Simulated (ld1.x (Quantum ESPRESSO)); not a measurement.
# PBEsol PAW dataset for Bi, scalar-relativistic all-electron reference.

ld1.x (Quantum ESPRESSO) 7.5 was run on this input:

```
&input
   title='Bi', zed=83., rel=1, dft='PBESOL', iswitch=3,
   config='[Xe] 4f14 5d10 6s2 6p3',
   nld=4, rlderiv=2.65, eminld=-13.0, emaxld=5.0, deld=0.04
 /
 &inputp
   pseudotype=3, lpaw=.true., tm=.true., lloc=-1, rcloc=1.45,
   nlcc=.true., new_core_ps=.true., rcore=0.70,
   which_augfun='BESSEL', rmatch_augfun=0.40,
   file_pseudopw='Bi.UPF', file_wfcaegen='ae.wfc', file_wfcncgen='nc.wfc', file_beta='beta', file_chi='chi', file_wfcusgen='us.wfc'
 /
8
6S  1  0   2.00   0.00  1.75  2.05  0.0
6S  1  0   0.00   0.80  1.75  2.05  0.0
6P  2  1   3.00   0.00  2.00  2.45  0.0
6P  2  1   0.00   0.40  2.00  2.45  0.0
5D  3  2  10.00   0.00  1.10  1.20  0.0
5D  3  2   0.00  -0.90  1.10  1.20  0.0
4F  4  3  14.00   0.00  0.60  0.80  0.0
4F  4  3   0.00  -8.90  0.60  0.80  0.0
 &test
   configts(1)='4f14 5d10 6s2 6p3'
 /
```

Command:

```bash
ld1.x < Bi.in > Bi.out
```

Resulting log (shortened: banner, matrices, multipoles, cross overlaps and the repeated all-electron block are left out):

```
[... start of the log left out ...]
     s(4D/4D) =  1.000000  <r> =   0.4226  <r2> =    0.2060  r(max) =   0.3795
     s(4F/4F) =  1.000000  <r> =   0.4411  <r2> =    0.2322  r(max) =   0.3434
     s(5D/5D) =  1.000000  <r> =   1.2353  <r2> =    1.7682  r(max) =   1.0316
     s(6S/6S) =  1.000000  <r> =   2.1707  <r2> =    5.3375  r(max) =   1.8564
     s(6P/6P) =  1.000000  <r> =   3.0447  <r2> =   10.7482  r(max) =   2.4441

     ------------------------ End of All-electron run ------------------------

     --------------------- Generating PAW atomic setup --------------------

      Generating local potential from pseudized AE potential:
      Matching radius rcloc =   1.4500

      Local pseudo, rcloc= 1.464 Estimated cut-off energy=    11.77 Ry

      Computing core charge for nlcc:

       r > 0.70 : true rho core
      Core charge pseudized with two Bessel functions
      Integrated core pseudo-charge :  19.75
      Wfc-us  6S rcutus= 2.026  Estimated cut-off energy=    11.22 Ry
      Wfc-us  6S rcutus= 2.026  Estimated cut-off energy=    14.69 Ry
      Wfc-us  6P rcutus= 2.475  Estimated cut-off energy=    12.24 Ry
      Wfc-us  6P rcutus= 2.475  Estimated cut-off energy=    13.55 Ry
      Wfc-us  5D rcutus= 1.199  Estimated cut-off energy=    79.11 Ry
      Wfc-us  5D rcutus= 1.199  Estimated cut-off energy=    81.55 Ry
      Wfc-us  4F rcutus= 0.803  Estimated cut-off energy=   252.97 Ry
      Wfc-us  4F rcutus= 0.803  Estimated cut-off energy=   327.07 Ry
      l=   3 integral=    0.000025779 r(ikk)     1.558399592

 %%%%%%%%%%%%%%%%%%%%%%%%%%%%%%%%%%%%%%%%%%%%%%%%%%%%%%%%%%%%%%%%%%%%%%%%%%%%%%
     Error in routine compute_chi (1):
     chi too large beyond r_c
 %%%%%%%%%%%%%%%%%%%%%%%%%%%%%%%%%%%%%%%%%%%%%%%%%%%%%%%%%%%%%%%%%%%%%%%%%%%%%%

     stopping ...
```

The run stopped because the function χ = (ε − T − V_loc)φ does not vanish beyond the cutoff radius.

The run took about 0.11 s on one core of a shared server CPU.
